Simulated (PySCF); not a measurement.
MnI2 (sextet state).
Bonds: Mn1–I2, Mn1–I3.

Method: PySCF 2.14.0, PBE0-D3(BJ)/def2-SVP geometry optimisation, gas phase, def2 core potentials past Kr; unrestricted, density fitting, grid level 1; the optimiser is geomeTRIC in internal coordinates, started from a GFN2-xTB structure.

Step 0: E = -47516.2187 eV
```
atom  x, y, z in Å  |  force x, y, z in eV/Å
Mn1    -0.6343   -0.3661   -0.0193   -0.664  -0.372   0.017
I2      0.2763    0.1471    2.1620    0.303   0.148   1.425
I3      0.3580    0.2190   -2.1427    0.361   0.223  -1.442
```

Step 1: E = -47516.4328 eV
```
atom  x, y, z in Å  |  force x, y, z in eV/Å
Mn1    -0.5988   -0.3456   -0.0176    0.159   0.109   0.013
I2      0.2560    0.1346    2.2873   -0.093  -0.065   0.401
I3      0.3428    0.2110   -2.2698   -0.065  -0.044  -0.414
```

Task: Estimate the geometry and energy of step 2. (The exact step hangs on the optimiser's Hessian estimate; all steps are aligned on step 1, rigid shifts and turns removed.)

Result: E = -47516.5328 eV, largest force 0.458 eV/Å
```
atom  x, y, z in Å  |  force x, y, z in eV/Å
Mn1    -0.5017   -0.2896   -0.0143    0.394   0.232   0.016
I2      0.2052    0.1046    2.4010   -0.198  -0.111  -0.058
I3      0.2966    0.1849   -2.3867   -0.197  -0.122   0.042
```

The energy changes by -0.1000 eV. The first-order estimate −F·Δx gives -0.1264 eV and the mean of the old and new forces, exact on a quadratic surface, -0.0959 eV. The step makes an angle of 18° with the force vector and moves no atom by more than 0.128 Å.

What follows is the cost of the whole optimisation. On an Arm Neoverse V1 with one thread, on a shared host, this took 56 s wall.

For an open-shell metal species like this, the optimisation's SCF solution wasn't tested for stability and no frequencies at its level were run, so a lower state or another shape may exist.
